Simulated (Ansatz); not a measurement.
`O[SiH2]BO[SiH3]` → `BO[SiH](O)[SiH3]`  (isomerisation)

Program: Ansatz. Geometries: PBE0-D4/def2-TZVP. ΔE: electronic, gas phase. CBS: MP2 limit from def2 TZ/QZ plus the TZ coupled-cluster correction, frozen cores. Functionals use def2-TZVPP. B3LYP here is the variant with VWN-RPA as its local correlation; programs differ in this. One conformer a species, not always the lowest.

```csv
level,ΔE (kcal/mol),difference from CCSD(T)/CBS
PBE-D4,-12.4,-0.9
ωB97X-V,-11.6,-0.1
ωB97M-V,-11.6,-0.1
PBE,-11.6,-0.1
r2SCAN,-12.1,-0.6
PBE0,-11.8,-0.3
B3LYP,-10.3,1.2
MP2/def2-TZVPP,-11.3,0.2
SCS-MP2/def2-TZVPP,-10.4,1.1
CCSD/def2-TZVPP,-11.0,0.5
CCSD(T)/def2-TZVPP,-11.3,0.2
HF/def2-QZVPP,-9.5,2.0
MP2/def2-QZVPP,-11.4,0.1
SCS-MP2/def2-QZVPP,-10.5,1.0
HF/CBS(def2),-9.5,2.0
CCSD/CBS(def2),-11.2,0.3
CCSD(T)/CBS,-11.5,0
```

Largest T1 diagnostic among the species: 0.014.

The D4 term adds −1.3 kcal/mol with B3LYP and −0.7 kcal/mol with PBE0; it sums over pairs of atoms, weighted by their polarisabilities, and B3LYP, whose exchange is more repulsive, gets the larger term. In def2-TZVPP, CCSD(T) changes the Hartree–Fock value by −1.7 kcal/mol (the triples alone add −0.3 kcal/mol) and MP2 by −1.7 kcal/mol.
